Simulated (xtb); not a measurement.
Br2Ge, triplet, at a GFN2-xTB geometry (the spin is typed, not shown lowest); GFN0-xTB (xtb).

xtb was given this input:
```
$ xtb mol.xyz --gfn 0 --uhf 2 --ohess --json

# file mol.xyz
3

Ge     0.01662620     0.00626078     1.00353305
Br     1.08727208    -1.65040649    -0.46661885
Br    -1.10247318     1.64468236    -0.45089707
```

What the program printed (banner, timings and long lists left out):

```
   ID    Z sym.   atoms
    1   32 Ge     1
    2   35 Br     2, 3

           -------------------------------------------------
          |                Calculation Setup                |
           -------------------------------------------------

           -------------------------------------------------
          |                 G F N 0 - x T B                 |
           -------------------------------------------------

          ...................................................
          :                      SETUP                      :
          :.................................................:
          :  # basis functions                  30          :
          :  # atomic orbitals                  27          :
          :  # shells                            9          :
          :  # electrons                        18          :
          :  electronic temp.          300.0000000     K    :
          :  accuracy                    1.0000000          :
          :  -> integral cutoff          0.2500000E+02      :
          :  -> integral neglect         0.1000000E-07      :
          ...................................................

         :::::::::::::::::::::::::::::::::::::::::::::::::::::
         ::                     SUMMARY                     ::
         :::::::::::::::::::::::::::::::::::::::::::::::::::::
         :: total energy              -9.267722486091 Eh    ::
         :: gradient norm              0.033258939144 Eh/a0 ::
         :: HOMO-LUMO gap              2.144098997604 eV    ::
         ::.................................................::
         :: H0 energy                 -9.153209254473 Eh    ::
         :: repulsion energy           0.002553199050 Eh    ::
         :: electrostat energy        -0.116337551963 Eh    ::
         :: -> Gsolv                   0.000000000000 Eh    ::
         ::    -> Gsasa                0.000000000000 Eh    ::
         ::    -> Gshift               0.000000000000 Eh    ::
         :: dispersion energy         -0.000728878705 Eh    ::
         :: short-range corr.          0.000000000000 Eh    ::
         :: add. restraining           0.000000000000 Eh    ::
         :: total charge               0.000000000000 e     ::
         :::::::::::::::::::::::::::::::::::::::::::::::::::::

      -----------------------------------------------------------
     |                   =====================                   |
[...]
 * total energy  :    -9.2677225 Eh     change        0.0000000E+00 Eh
 * total energy  :    -9.2702566 Eh     change       -0.2534102E-02 Eh
 * total energy  :    -9.2730606 Eh     change       -0.2804048E-02 Eh
 * total energy  :    -9.2733314 Eh     change       -0.2707367E-03 Eh
 * total energy  :    -9.2733648 Eh     change       -0.3347604E-04 Eh
 * total energy  :    -9.2733742 Eh     change       -0.9352462E-05 Eh
 * total energy  :    -9.2733773 Eh     change       -0.3094637E-05 Eh
   *** GEOMETRY OPTIMIZATION CONVERGED AFTER 7 ITERATIONS ***
         :: total energy              -9.273377295103 Eh    ::
[...]
          :.................................................:

    mode    ω/cm⁻¹     T·S(HO)/kcal·mol⁻¹    T·S(FR)/kcal·mol⁻¹   T·S(vib)
   ------------------------------------------------------------------------
       1     83.83    -1.13273 ( 88.77%)    -0.90334 ( 11.23%)    -1.10696
       2    225.66    -0.57041 ( 99.76%)    -0.61006 (  0.24%)    -0.57051
       3    234.39    -0.55011 ( 99.79%)    -0.59882 (  0.21%)    -0.55021
   ------------------------------------------------------------------------

   temp. (K)  partition function   enthalpy   heat capacity  entropy
                                   cal/mol     cal/K/mol   cal/K/mol   J/K/mol
 298.15  VIB   6.69                 1127.313      5.438      7.472
         ROT  0.220E+06              888.752      2.981     27.427
         INT  0.147E+07             2016.065      8.419     34.899
         TR   0.343E+28             1481.254      4.968     42.213
         TOT                        3497.3190    13.3875    77.1120   322.6365

       T/K    H(0)-H(T)+PV         H(T)/Eh          T*S/Eh         G(T)/Eh
   ------------------------------------------------------------------------
    298.15    0.557333E-02    0.681238E-02    0.366384E-01   -0.298260E-01
   ------------------------------------------------------------------------

         :::::::::::::::::::::::::::::::::::::::::::::::::::::
         ::                  THERMODYNAMIC                  ::
         :::::::::::::::::::::::::::::::::::::::::::::::::::::
         :: total free energy          -9.303203294171 Eh   ::
         ::.................................................::
         :: total energy               -9.273377295103 Eh   ::
         :: zero point energy           0.001239050954 Eh   ::
         :: G(RRHO) w/o ZPVE           -0.031065050022 Eh   ::
         :: G(RRHO) contrib.           -0.029825999067 Eh   ::
         :::::::::::::::::::::::::::::::::::::::::::::::::::::

optimized geometry written to: xtbopt.xyz

           -------------------------------------------------
          | TOTAL ENERGY               -9.273377295103 Eh   |
          | TOTAL ENTHALPY             -9.266564911624 Eh   |
          | TOTAL FREE ENERGY          -9.303203294171 Eh   |
          | GRADIENT NORM               0.000012839957 Eh/α |
          | HOMO-LUMO GAP               2.596350715681 eV   |
           -------------------------------------------------

normal termination of xtb
```
